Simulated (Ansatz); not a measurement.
One change: `C/C(O)=N\[SiH3]` becomes `C/C(Cl)=N\[SiH3]`.

Ansatz, PBE0-D4/def2-TZVP geometries, multiplicity 1. Each molecule was computed in one conformer, which needn't be the lowest.

| property | `C/C(O)=N\[SiH3]` |
| --- | --- |
| HOMO–LUMO gap (PBE/def2-TZVPP) / eV | 5.00 |
| HOMO energy (PBE/def2-TZVPP) / eV | -6.04 |
| HOMO–LUMO gap (PBE0/def2-TZVPP) / eV | 7.46 |
| size of the dipole moment (B3LYP/def2-TZVPP) / D | 1.19 |
| HOMO energy (ωB97M-V/def2-TZVPP) / eV | -9.76 |
| HOMO energy (B3LYP/def2-TZVPP) / eV | -7.21 |

(1) What does the change do to each property? (Estimate.)

## Answers

(1) The calculation gave: 
| property | `C/C(Cl)=N\[SiH3]` | shift |
| --- | --- | --- |
| HOMO–LUMO gap (PBE/def2-TZVPP) / eV | 4.34 | -0.66 |
| HOMO energy (PBE/def2-TZVPP) / eV | -6.27 | -0.23 |
| HOMO–LUMO gap (PBE0/def2-TZVPP) / eV | 6.73 | -0.73 |
| size of the dipole moment (B3LYP/def2-TZVPP) / D | 2.46 | 1.27 |
| HOMO energy (ωB97M-V/def2-TZVPP) / eV | -9.87 | -0.11 |
| HOMO energy (B3LYP/def2-TZVPP) / eV | -7.38 | -0.17 |

With PBE0 the HOMO falls by 0.19 eV and the LUMO falls by 0.93 eV, so the gap narrows by about 0.74 eV. PBE moves the HOMO by -0.23 eV and ωB97M-V by -0.11 eV. Dipoles are sizes alone; their direction can turn.

B3LYP here is the variant with VWN-RPA as its local correlation; programs differ in this.
